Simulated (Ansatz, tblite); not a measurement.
(CaTe)n off: gap (eV) at several levels, gas phase, relaxed structures; Ansatz, xTB through tblite. Clusters are the lowest isomers that short searches found in that spin, judged at the geometry's level. Core potentials for Te in the def2 sets, no spin–orbit coupling. Singlets are spin-restricted. The structures are stationary points that may keep the symmetry of their start.

```tsv
species	state	geometry	GFN1-xTB	GFN2-xTB	PBE-D4/def2-SVP	PBE-D4/def2-TZVP	PBE0-D4/def2-SVP	PBE0-D4/def2-TZVP
CaTe2	singlet	r2SCAN-D4/def2-TZVP	1.83	1.36	0.79	0.83	2.07	2.07
Ca3Te2	singlet	PBE-D4/def2-SVP	0.27	0.54	0.82	0.81	1.60	1.58
Ca2Te3	singlet	PBE-D4/def2-SVP	2.25	1.96	1.50	1.53	3.02	3.03
```

Over the 3 species that have every level, the mean is 1.45 at GFN1-xTB, 1.29 at GFN2-xTB, 1.04 at PBE-D4/def2-SVP, 1.06 at PBE-D4/def2-TZVP, 2.23 at PBE0-D4/def2-SVP, 2.23 at PBE0-D4/def2-TZVP. Orbital gaps grow with the share of exact exchange and aren't one observable across functionals.
